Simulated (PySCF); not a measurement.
Al(H)(Cl)(NH2) (AlClH3N), SMILES [NH2][AlH][Cl]. Coordinates come from a PBE0-D3(BJ)/def2-TZVP optimisation. One conformer was computed; it need not be the lowest.

TDA-LC-ωPBE/def2-SVPD in PySCF puts the lowest singlet excitations at 7.01, 7.38, 7.54, 8.07, 8.41, 8.43 eV.

Task: What are the lowest excitation roots from ADC(2)/aug-cc-pVDZ (PySCF 2.14.0)? (An estimate is asked for; the answer gives what the named calculation found.)

Result: 5.99, 6.54, 7.10, 7.44, 7.50, 7.91 eV. S1 differs by -1.01 eV (second minus first; roots are paired by order, and the bases may differ).
